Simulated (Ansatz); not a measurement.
Frontier orbitals of CH₅NbO₃ (`[CH3][Nb](=[O])([OH])[OH]`).

The species carries charge 0 and has multiplicity 1. Correlated methods include outer-core shells of Nb, which these sets cover unevenly. Nb: def2 effective core potential. Geometry: relaxed with PBE0-D4/def2-TZVP. It is one conformer, not always the lowest. Basis def2-TZVPP, Ansatz.

Orbital energies of one run (eV). Highest occupied ones, from the top: -7.54, -8.75, -8.85, -8.94, -9.07, -9.61, -9.69, -10.42, -10.77, -10.84, -13.63, -13.83, -18.33, -23.91. Empty: -1.59, -1.17, -0.11, -0.01, 0.23, 0.85.

Task: Which functional gave them?
A. r2SCANh
B. r2SCAN0
C. BLYP
D. LC-ωPBE

Result: A. HOMO energies: r2SCANh -7.54, r2SCAN0 -8.33, BLYP -6.61, LC-ωPBE -10.92 eV.

LC-ωPBE has ω = 0.4 bohr⁻¹.
